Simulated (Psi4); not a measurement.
Psi4 input (wB97X-D/6-311+G**):

```
memory 1500 MB

molecule {
1 1
O     0.21607400   -1.02505400   -1.52572200
Si   -0.24921000   -0.21058600   -0.21054200
O    -1.81190900   -0.34414600    0.17640700
O     0.26143000   -1.57030400    0.93222400
Si    0.89484100    1.75922600    0.36128400
H     0.48595200   -0.63576100   -2.36274900
H    -2.45708900    0.36897700    0.16128100
H    -0.42565000   -1.91151200    1.53194300
H     0.76263800   -2.30391900    0.53362100
H     2.33296600    1.45470900    0.24040700
H     0.48934600    2.09268700    1.73968000
H     0.44824800    2.76989200   -0.61782800
symmetry c1
no_reorient
no_com
}

set {
  basis 6-311+G**
  reference rks
  scf_type df
  df_basis_scf def2-universal-jkfit
  dft_radial_points 99
  dft_spherical_points 590
  e_convergence 1e-8
  d_convergence 1e-7
  maxiter 150
}

e = energy('wb97x-d')
print_out(f'\nFINAL {e:.10f} DIPOLE {variable("CURRENT DIPOLE")[0]:.6f} {variable("CURRENT DIPOLE")[1]:.6f} {variable("CURRENT DIPOLE")[2]:.6f}\n')
```

Output:

```
   => Loading Basis Set <=

    Name: 6-311+G**
    Role: ORBITAL
    Keyword: BASIS
    atoms 1, 3-4 entry O          line   171 file 6-311pgss.gbs
    atoms 2, 5   entry SI         line   351 file 6-311pgss.gbs
    atoms 6-12   entry H          line    42 file 6-311pgss.gbs

   => WB97X-D: Empirical Dispersion <=

    Chai and Head-Gordon Dispersion Correction
    Chai, J.-D.; Head-Gordon, M. (2010), J. Chem. Phys., 132: 6615-6620

        s6 =       1.000000

         ---------------------------------------------------------
                                   SCF
               by Justin Turney, Rob Parrish, Andy Simmonett
                          and Daniel G. A. Smith
                              RKS Reference
         ---------------------------------------------------------

  ==> Geometry <==

    Molecular point group: c1
    Full point group: C1

    Geometry (in Angstrom), charge = 1, multiplicity = 1:

       Center              X                  Y                   Z               Mass
    ------------   -----------------  -----------------  -----------------  -----------------
         O            0.216074000000    -1.025054000000    -1.525722000000    15.994914619570
         SI          -0.249210000000    -0.210586000000    -0.210542000000    27.976926534650
         O           -1.811909000000    -0.344146000000     0.176407000000    15.994914619570
         O            0.261430000000    -1.570304000000     0.932224000000    15.994914619570
         SI           0.894841000000     1.759226000000     0.361284000000    27.976926534650
         H            0.485952000000    -0.635761000000    -2.362749000000     1.007825032230
         H           -2.457089000000     0.368977000000     0.161281000000     1.007825032230
         H           -0.425650000000    -1.911512000000     1.531943000000     1.007825032230
         H            0.762638000000    -2.303919000000     0.533621000000     1.007825032230
         H            2.332966000000     1.454709000000     0.240407000000     1.007825032230
         H            0.489346000000     2.092687000000     1.739680000000     1.007825032230
         H            0.448248000000     2.769892000000    -0.617828000000     1.007825032230

  Running in c1 symmetry.

  Rotational constants: A =      0.12623  B =      0.06548  C =      0.06283 [cm^-1]
  Rotational constants: A =   3784.30391  B =   1962.94901  C =   1883.58856 [MHz]
  Nuclear repulsion =  324.127848128420737

  Charge       = 1
  Multiplicity = 1
  Electrons    = 58
  Nalpha       = 29
  Nbeta        = 29

  ==> Algorithm <==

  SCF Algorithm Type is DF.
  DIIS enabled.
  MOM disabled.
  Fractional occupation disabled.
  Guess Type is SAD.
  Energy threshold   = 1.00e-08
  Density threshold  = 1.00e-07
  Integral threshold = 1.00e-12

  ==> Primary Basis <==

  Basis Set: 6-311+G**
    Blend: 6-311+G**
    Number of shells: 86
    Number of basis functions: 168
    Number of Cartesian functions: 173
    Spherical Harmonics?: true
    Max angular momentum: 2

  ==> DFT Potential <==

   => LibXC <=

    Version 7.1.2
    S. Lehtola, C. Steigemann, M. J. T. Oliveira, and M. A. L. Marques,  SoftwareX 7, 1–5 (2018) (10.1016/j.softx.2017.11.002)

   => Composite Functional: WB97X-D <=

    wB97X-D Hyb-GGA Exchange-Correlation Functional

    J.-D. Chai and M. Head-Gordon,  Phys. Chem. Chem. Phys. 10, 6615–6620 (2008) (10.1039/B810189B)

    Deriv               =              1
    GGA                 =           TRUE
    Meta                =          FALSE

    Exchange Hybrid     =           TRUE
    MP2 Hybrid          =          FALSE

   => Exchange-Correlation Functionals <=

    1.0000   wB97X-D range-separated functional

   => Exact (HF) Exchange <=

    0.7780            HF,LR [omega = 0.2000]
    0.2220               HF

   => LibXC Density Thresholds  <==

    XC_HYB_GGA_XC_WB97X_D:  1.00E-14

   => Molecular Quadrature <=

    Radial Scheme          =       TREUTLER
    Pruning Scheme         =           NONE
    Nuclear Scheme         =       TREUTLER

    Blocking Scheme        =         OCTREE
    BS radius alpha        =              1
    Pruning alpha          =              1
    Radial Points          =             99
    Spherical Points       =            590
    Total Points           =         665948
    Total Blocks           =           4709
    Max Points             =            256
    Max Functions          =            155
    Weights Tolerance      =       1.00E-15

   => Loading Basis Set <=

    Name: DEF2-UNIVERSAL-JKFIT
    Role: JKFIT
    Keyword: DF_BASIS_SCF
    atoms 1, 3-4 entry O          line   318 file def2-universal-jkfit.gbs
    atoms 2, 5   entry SI         line   737 file def2-universal-jkfit.gbs
    atoms 6-12   entry H          line    18 file def2-universal-jkfit.gbs

  ==> Integral Setup <==

  SCF_SUBTYPE=INCORE selected. In-core MEM_DF algorithm will be used.
  Using in-core AOs.

  ==> MemDFJK: Density-Fitted J/K Matrices <==

    J tasked:                   Yes
    K tasked:                   Yes
    wK tasked:                  Yes
    Omega:                2.000E-01
    Algorithm:                 Core
    Schwarz Cutoff:           1E-12
    Mask sparsity (%):       6.7106
    Fitting Condition:        1E-10

   => Auxiliary Basis Set <=

  Basis Set: DEF2-UNIVERSAL-JKFIT
    Blend: DEF2-UNIVERSAL-JKFIT
    Number of shells: 193
    Number of basis functions: 613
    Number of Cartesian functions: 729
    Spherical Harmonics?: true
    Max angular momentum: 4

  Cached 25.0% of DFT collocation blocks in 0.523 [GiB].

  Minimum eigenvalue in the overlap matrix is 6.6963039078E-04.
  Reciprocal condition number of the overlap matrix is 7.6210299637E-05.
    Using symmetric orthogonalization.

  ==> Pre-Iterations <==

  SCF Guess: Superposition of Atomic Densities via on-the-fly atomic UHF (no occupation information).

   -------------------------
    Irrep   Nso     Nmo
   -------------------------
     A        168     168
   -------------------------
    Total     168     168
   -------------------------

  ==> Iterations <==

                           Total Energy        Delta E     RMS |[F,P]|

   @DF-RKS iter SAD:  -808.12346807225219   -8.08123e+02   0.00000e+00
   @DF-RKS iter   1:  -808.40069944744050   -2.77231e-01   6.06741e-03 DIIS/ADIIS
   @DF-RKS iter   2:  -808.33038178778793    7.03177e-02   6.57479e-03 DIIS/ADIIS
   @DF-RKS iter   3:  -808.73178544568350   -4.01404e-01   6.01012e-04 DIIS/ADIIS
   @DF-RKS iter   4:  -808.73482939994108   -3.04395e-03   1.81847e-04 DIIS/ADIIS
   @DF-RKS iter   5:  -808.73514823222047   -3.18832e-04   8.39187e-05 DIIS
   @DF-RKS iter   6:  -808.73522053329089   -7.23011e-05   1.21641e-05 DIIS
   @DF-RKS iter   7:  -808.73522441910950   -3.88582e-06   2.34739e-06 DIIS
   @DF-RKS iter   8:  -808.73522467046075   -2.51351e-07   5.89921e-07 DIIS
   @DF-RKS iter   9:  -808.73522468366548   -1.32047e-08   2.78549e-07 DIIS
   @DF-RKS iter  10:  -808.73522468451210   -8.46626e-10   1.06186e-07 DIIS
   @DF-RKS iter  11:  -808.73522468465694   -1.44837e-10   2.17342e-08 DIIS
  Energy and wave function converged.

  ==> Post-Iterations <==

   Electrons on quadrature grid:
      Ntotal   =   58.0000022593 ; deviation = 2.259e-06

    Orbital Energies [Eh]
    ---------------------

    Doubly Occupied:

       1A    -66.517596     2A    -66.417741     3A    -19.553928
       4A    -19.442590     5A    -19.442428     6A     -5.644966
       7A     -5.554824     8A     -3.992684     9A     -3.988750
      10A     -3.986677    11A     -3.900220    12A     -3.897848
      13A     -3.897770    14A     -1.422354    15A     -1.312230
      16A     -1.296008    17A     -0.924882    18A     -0.911360
      19A     -0.817791    20A     -0.807095    21A     -0.805325
      22A     -0.719966    23A     -0.681089    24A     -0.649645
      25A     -0.647160    26A     -0.609747    27A     -0.598265
      28A     -0.593628    29A     -0.552236

    Virtual:

      30A     -0.125649    31A     -0.114022    32A     -0.094794
      33A     -0.067958    34A     -0.058344    35A     -0.050198
      36A     -0.044593    37A     -0.023947    38A     -0.017369
      39A     -0.012255    40A     -0.011347    41A     -0.007742
      42A      0.011541    43A      0.017953    44A      0.030778
      45A      0.037698    46A      0.058178    47A      0.069226
      48A      0.077524    49A      0.103951    50A      0.119314
      51A      0.124630    52A      0.136491    53A      0.143691
      54A      0.156380    55A      0.162174    56A      0.179932
      57A      0.183501    58A      0.193719    59A      0.197765
      60A      0.203964    61A      0.212989    62A      0.220116
      63A      0.238385    64A      0.250498    65A      0.282565
      66A      0.285731    67A      0.324424    68A      0.334372
      69A      0.363070    70A      0.383938    71A      0.421104
      72A      0.424383    73A      0.435581    74A      0.466729
      75A      0.513576    76A      0.532863    77A      0.553574
      78A      0.573678    79A      0.599349    80A      0.612815
      81A      0.738187    82A      0.772784    83A      0.780115
      84A      0.812766    85A      0.835040    86A      0.852020
      87A      0.885322    88A      0.907222    89A      0.966040
      90A      0.976648    91A      0.995636    92A      1.029353
      93A      1.033716    94A      1.068183    95A      1.094655
      96A      1.133415    97A      1.173673    98A      1.176853
      99A      1.202140   100A      1.214799   101A      1.255658
     102A      1.271145   103A      1.308154   104A      1.312880
     105A      1.345063   106A      1.348216   107A      1.364447
     108A      1.445390   109A      1.485335   110A      1.506829
     111A      1.538272   112A      1.555168   113A      1.565084
     114A      1.583812   115A      1.628069   116A      1.745331
     117A      1.798493   118A      1.839353   119A      1.840255
     120A      1.956785   121A      1.965667   122A      1.993165
     123A      2.050694   124A      2.052748   125A      2.349372
     126A      2.406471   127A      2.450744   128A      2.458085
     129A      2.537920   130A      2.546357   131A      2.627849
     132A      2.736196   133A      2.819815   134A      2.861890
     135A      2.907717   136A      2.955859   137A      2.962070
     138A      2.997519   139A      3.029763   140A      3.064503
     141A      3.214231   142A      3.339412   143A      3.526920
     144A      3.670799   145A      3.723583   146A      3.789250
     147A      4.804374   148A      4.906989   149A      4.910126
     150A      4.941695   151A      4.968948   152A      5.166785
     153A      5.400688   154A      5.436056   155A      5.474633
     156A      5.554801   157A      5.736470   158A     11.262329
     159A     11.312054   160A     11.401417   161A     11.403082
     162A     11.417193   163A     11.447741   164A     49.761045
     165A     49.851801   166A     49.855678   167A    141.084421
     168A    141.193968

    Final Occupation by Irrep:
              A
    DOCC [    29 ]
    NA   [    29 ]
    NB   [    29 ]

  @DF-RKS Final Energy:  -808.73522468465694

   => Energetics <=

    Nuclear Repulsion Energy =            324.1278481284207373
    One-Electron Energy =               -1752.2744749821445112
    Two-Electron Energy =                 669.4911716520157370
    DFT Exchange-Correlation Energy =     -50.0755305202171570
    Empirical Dispersion Energy =          -0.0042389627317418
    VV10 Nonlocal Energy =                  0.0000000000000000
    Total Energy =                       -808.7352246846569415

Computation Completed

Properties will be evaluated at   0.000000,   0.000000,   0.000000 [a0]

Properties computed using the SCF density matrix

 Multipole Moments:

 ------------------------------------------------------------------------------------
     Multipole            Electronic (a.u.)      Nuclear  (a.u.)        Total (a.u.)
 ------------------------------------------------------------------------------------

 L = 1.  Multiply by 2.5417464519 to convert [e a0] to [Debye]
 Dipole X            :          0.0981677            0.0000094            0.0981771
 Dipole Y            :         -0.5533145            0.0000019           -0.5533126
 Dipole Z            :          0.3528329            0.0000283            0.3528612
 Magnitude           :                                                    0.6635545

 ------------------------------------------------------------------------------------

FINAL -808.7352246847 DIPOLE 0.098177 -0.553313 0.352861

*** Psi4 exiting successfully. Buy a developer a beer!
```

The dipole moment of an ion depends on the origin.

The geometry given is a B3LYP-D3(BJ)/def2-TZVP minimum.
